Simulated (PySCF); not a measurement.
B2F4, SMILES FB(F)B(F)F. Heavy atoms are numbered as in [F:1][B:2]([F:3])[B:4]([F:5])[F:6].

Geometry: r2SCAN-D4/def2-SVP. One conformer was computed; it need not be the lowest.

These are HF/def2-TZVP (PySCF) values and carry that method's errors.

Atomic charges (e), one atom of each kind:

| atom | Löwdin | Mulliken | meta-Löwdin |
|---|---|---|---|
| F1 | 0.30 | -0.32 | -0.35 |
| B2 | -0.60 | 0.64 | 0.69 |

Computed Mayer and Wiberg (Löwdin basis) orders of the bonds:
| bond | Mayer | Wiberg |
|---|---|---|
| F1–B2 | 1.12 | 2.04 |
| B2–F3 | 1.12 | 2.04 |
| B2–B4 | 0.94 | 1.00 |
| B4–F5 | 1.12 | 2.04 |
| B4–F6 | 1.12 | 2.04 |
